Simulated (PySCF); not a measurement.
# Distorted geometries of [Pb(NH2)2]2+

[Pb(NH2)2]2+ (singlet). PySCF 2.14.0, RKS TPSS, Pb def2-SVP with ECP60, N def2-SVP, H def2-SVP; non-relativistic Hamiltonian with scalar-relativistic core potentials where named; density fitting; no spin-orbit coupling. Relaxed geometry:

```xyz
7

Pb    0.0355    0.7407    0.0132
N     0.1351   -0.2353    1.9826
H     0.6541    0.3361    2.6906
H    -0.8148   -0.4235    2.3835
N    -0.0636   -0.1630   -1.9899
H     0.8832   -0.3288   -2.4086
H    -0.5952    0.4284   -2.6713
```

Q: Order these distorted geometries by energy above the relaxed one, lowest first.
A.
```xyz
7

Pb    0.0472    0.6932   -0.0421
N     0.3599   -0.2944    1.9674
H     0.7625    0.2933    2.9124
H    -0.8819   -0.5360    2.4297
N    -0.1509   -0.2557   -2.1716
H     0.6896   -0.1255   -2.3277
H    -0.5919    0.5798   -2.7682
```
B.
```xyz
7

Pb    0.0198    0.5797    0.1923
N     0.0115   -0.1120    1.7395
H     0.6005    0.2856    2.7100
H    -0.9034   -0.5265    2.3530
N     0.1172   -0.1650   -1.9219
H     0.8971   -0.0923   -2.3248
H    -0.5083    0.3850   -2.7482
```
C.
```xyz
7

Pb    0.2061    0.7264   -0.1572
N     0.1208   -0.2051    2.1154
H     0.6766    0.3885    2.5669
H    -0.7247   -0.3804    2.5517
N    -0.0380   -0.1982   -2.0621
H     0.7095   -0.3739   -2.3941
H    -0.7159    0.3974   -2.6207
```

A: C (2.20 eV), A (2.59 eV), B (4.41 eV).

Q: Which forces (eV/Å) act in the one that lies 2.59 eV up?

A: 
```
Pb   -0.22  -0.62   0.05
N    -3.42   0.89   3.87
H    -0.86  -1.41  -2.72
H     4.09   0.65  -1.50
N   -12.43   1.42   2.48
H    12.52   0.95  -3.01
H     0.31  -1.88   0.82
```
Forces carry noise of the integration grid, about 0.01 to 0.03 eV/Å.

The relaxed state isn't the lowest spin state tried at its geometry. No frequency check is given that shows the relaxed geometry to be a minimum.
